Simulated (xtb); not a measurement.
C2HCl3, triplet, from a rough starting geometry (a higher spin typed on purpose: for a closed-shell molecule this is an excited state); GFN2-xTB run with xtb 6.7.1.

xtb was given this input:
```
$ xtb mol.xyz --gfn 2 --uhf 2 --opt vtight --json

# file mol.xyz
6

Cl     1.86322603     1.04078892    -0.01980277
C      0.69250655    -0.28963833    -0.08280280
C     -0.56028651     0.05841052     0.00120822
Cl    -1.30334102     1.69446584     0.04386611
Cl    -1.74256021    -1.20222448    -0.01916120
H      0.98305666    -1.26468815    -0.06833869
```

Q: What does xtb print? Leave out banner, timings and long lists.

A: 
```
   ID    Z sym.   atoms
    1   17 Cl     1, 4, 5
    2    6 C      2, 3
    3    1 H      6

           -------------------------------------------------
          |                Calculation Setup                |
           -------------------------------------------------

           -------------------------------------------------
          |                 G F N 2 - x T B                 |
           -------------------------------------------------

          ...................................................
          :                      SETUP                      :
          :.................................................:
          :  # basis functions                  39          :
          :  # atomic orbitals                  36          :
          :  # shells                           14          :
          :  # electrons                        30          :
          :  max. iterations                   250          :
          :  Hamiltonian                  GFN2-xTB          :
          :  restarted?                      false          :
          :  GBSA solvation                  false          :
          :  PC potential                    false          :
          :  electronic temp.          300.0000000     K    :
          :  accuracy                    1.0000000          :
          :  -> integral cutoff          0.2500000E+02      :
          :  -> integral neglect         0.1000000E-07      :
          :  -> SCF convergence          0.1000000E-05 Eh   :
          :  -> wf. convergence          0.1000000E-03 e    :
          :  Broyden damping             0.4000000          :
          :  net charge                          0          :
          :  unpaired electrons                  2          :
          ...................................................

 iter      E             dE          RMSdq      gap      omega  full diag
   1    -18.3343345 -0.183343E+02  0.307E+00    0.75       0.0  T
   2    -18.3369914 -0.265688E-02  0.195E+00    0.95       1.0  T
   3    -18.3348575  0.213386E-02  0.103E+00    0.72       1.0  T
   4    -18.3387309 -0.387335E-02  0.208E-01    0.86       1.0  T
   5    -18.3388238 -0.929666E-04  0.137E-01    0.85       1.0  T
   6    -18.3388599 -0.360634E-04  0.980E-02    0.85       1.0  T
   7    -18.3388831 -0.231677E-04  0.716E-02    0.86       1.0  T
   8    -18.3389060 -0.229657E-04  0.273E-02    0.86       1.5  T
   9    -18.3389085 -0.247652E-05  0.157E-02    0.86       2.6  T
  10    -18.3389091 -0.592659E-06  0.816E-03    0.86       5.0  T
  11    -18.3389093 -0.150735E-06  0.418E-03    0.86       9.8  T
  12    -18.3389093 -0.583449E-07  0.158E-03    0.86      25.9  T
  13    -18.3389093 -0.705309E-08  0.456E-04    0.86      89.6  T
  14    -18.3389093 -0.367255E-09  0.250E-04    0.86     163.3  T

   *** convergence criteria satisfied after 14 iterations ***

 transition dipole moment (au) for excitation:          15          16
     X       Y       Z
  -1.4941   0.0704   0.1013  total (au/Debye):    1.499   3.811
 dE (eV)             :    4.682
 oscillator strength :  0.36458E+00

         :::::::::::::::::::::::::::::::::::::::::::::::::::::
         ::                     SUMMARY                     ::
         :::::::::::::::::::::::::::::::::::::::::::::::::::::
         :: total energy             -18.238294649578 Eh    ::
         :: gradient norm              0.305576187597 Eh/a0 ::
         :: HOMO-LUMO gap              0.856232959680 eV    ::
         ::.................................................::
         :: SCC energy               -18.338908074806 Eh    ::
         :: -> isotropic ES            0.002959940975 Eh    ::
         :: -> anisotropic ES         -0.000710666784 Eh    ::
         :: -> anisotropic XC          0.001075175352 Eh    ::
         :: -> dispersion             -0.005475112031 Eh    ::
         :: repulsion energy           0.100613425227 Eh    ::
         :: add. restraining           0.000000000000 Eh    ::
[...]
 * total energy  :   -18.3056855 Eh     change       -0.8864678E-04 Eh
 * total energy  :   -18.3058457 Eh     change       -0.1601886E-03 Eh
 * total energy  :   -18.3058682 Eh     change       -0.2245058E-04 Eh
 * total energy  :   -18.3058823 Eh     change       -0.1418391E-04 Eh
 * total energy  :   -18.3058856 Eh     change       -0.3217168E-05 Eh
 * total energy  :   -18.3058914 Eh     change       -0.5816215E-05 Eh
 * total energy  :   -18.3058951 Eh     change       -0.3728289E-05 Eh
 * total energy  :   -18.3059043 Eh     change       -0.9163818E-05 Eh
 * total energy  :   -18.3059055 Eh     change       -0.1212674E-05 Eh
 * total energy  :   -18.3059059 Eh     change       -0.4634112E-06 Eh
 * total energy  :   -18.3059061 Eh     change       -0.1263539E-06 Eh
 * total energy  :   -18.3059061 Eh     change       -0.1795697E-07 Eh
   *** GEOMETRY OPTIMIZATION CONVERGED AFTER 44 ITERATIONS ***
         :: total energy             -18.305906090813 Eh    ::
[...]
         7        2.0000           -0.5457366             -14.8502
         8        2.0000           -0.5433549             -14.7854
         9        2.0000           -0.4890478             -13.3077
        10        2.0000           -0.4779706             -13.0062
        11        2.0000           -0.4592758             -12.4975
        12        2.0000           -0.4546232             -12.3709
        13        2.0000           -0.4448167             -12.1041
        14        2.0000           -0.4413965             -12.0110
        15        1.0000           -0.3593798              -9.7792
        16        1.0000           -0.3516705              -9.5694 (HOMO)
        17                         -0.1942342              -5.2854 (LUMO)
        18                         -0.1515642              -4.1243
        19                         -0.1186549              -3.2288
        20                         -0.0214117              -0.5826
        21                         -0.0116472              -0.3169
        22                         -0.0105960              -0.2883
        23                         -0.0103991              -0.2830
        24                         -0.0102003              -0.2776
        25                         -0.0100566              -0.2737
        26                         -0.0100323              -0.2730
        27                         -0.0096269              -0.2620
       ...                                ...                  ...
        36                          0.3683469              10.0232
      -------------------------------------------------------------
                  HL-Gap            0.1574363 Eh            4.2841 eV
             Fermi-level           -0.3366702 Eh           -9.1613 eV

     #   Z          covCN         q      C6AA      α(0)
     1  17 Cl       0.917    -0.051   100.721    15.354
     2   6 C        2.853    -0.005    28.131     8.693
     3   6 C        2.788     0.099    25.788     8.318
     4  17 Cl       1.069    -0.070   101.341    15.401
     5  17 Cl       1.069    -0.070   101.341    15.401
     6   1 H        0.926     0.095     1.831     2.116

 Mol. C6AA /au·bohr⁶  :       1755.305986
 Mol. C8AA /au·bohr⁸  :      65213.583913
 Mol. α(0) /au        :         65.283826

Wiberg/Mayer (AO) data.
largest (>0.10) Wiberg bond orders for each atom

 ---------------------------------------------------------------------------
     #   Z sym  total        # sym  WBO       # sym  WBO       # sym  WBO
 ---------------------------------------------------------------------------
     1  17 Cl   1.320 --     2 C    1.185
     2   6 C    3.421 --     1 Cl   1.185     3 C    1.180     6 H    0.948
     3   6 C    3.445 --     2 C    1.180     5 Cl   1.097     4 Cl   1.097
     4  17 Cl   1.283 --     3 C    1.097
     5  17 Cl   1.283 --     3 C    1.097
     6   1 H    0.991 --     2 C    0.948
 ---------------------------------------------------------------------------

Topologies differ in total number of bonds
Writing topology from bond orders to xtbtopo.mol

molecular dipole:
                 x           y           z       tot (Debye)
 q only:        0.304      -0.252      -0.354
   full:        0.257      -0.134      -0.178       0.865
molecular quadrupole (traceless):
                xx          xy          yy          xz          yz          zz
 q only:       -0.722      -0.447      -0.028      -0.717       0.953       0.750
  q+dip:       -0.019      -0.934      -0.441      -1.322       1.227       0.460
   full:       -0.640      -0.566       0.026      -0.902       0.793       0.615

optimized geometry written to: xtbopt.xyz

           -------------------------------------------------
          | TOTAL ENERGY              -18.305906090813 Eh   |
          | GRADIENT NORM               0.000028939343 Eh/α |
          | HOMO-LUMO GAP               4.284059725219 eV   |
           -------------------------------------------------

normal termination of xtb
```
